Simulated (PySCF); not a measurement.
ClF3H2OSi2. Atoms are numbered in the order given.

```xyz
9

Si     1.0596    -0.6820     0.4626
F      1.5169    -1.8483     1.4508
F      1.5933    -1.0277    -1.0020
F      1.7506     0.6784     0.9354
O     -0.5518    -0.5556     0.4847
Si    -1.8952     0.2999     0.0064
Cl    -1.3134     1.7194    -1.3799
H     -2.8412    -0.6417    -0.6291
H     -2.4657     0.9850     1.1863
```
Charge 0, spin multiplicity 1.

Coordinates come from a B3LYP-D3(BJ)/def2-SVP optimisation. The structure was generated by enumeration, and PubChem lists no compound with its InChIKey, so it may never have been made. One conformer was computed; it need not be the lowest.

The numbers are results of B3LYP/pcSseg-1 (PySCF), not measurements.

GIAO shieldings, no solvent; atoms alike by connectivity are averaged. δ = σ(ref) − σ: ²⁹Si against TMS (σ = 338.7 ppm); ¹⁹F against CFCl3 (σ = 161.7 ppm); ¹⁷O against H2O (σ = 333.8 ppm); ³⁵Cl against HCl (σ = 933.3 ppm); ¹H against TMS (σ = 31.68 ppm), references at their B3LYP-D3(BJ)/def2-TZVP geometries, non-relativistic (without spin–orbit terms, shifts of atoms bonded to Cl or Br come out too high).

```tsv
atoms	nucleus	count	δ (ppm)
Si6	²⁹Si	1	…
Si1	²⁹Si	1	…
F2, F3, F4	¹⁹F	3	-169.4
O5	¹⁷O	1	77.6
Cl7	³⁵Cl	1	…
H8, H9	¹H	2	5.67
```

**Question.** What belongs in the gaps? (The exact figures need the calculation; the answer reports its results.)

**Answer.** 
- Cl7, δ (ppm): 57.3
- Si1, δ (ppm): -108.9
- Si6, δ (ppm): -15.3
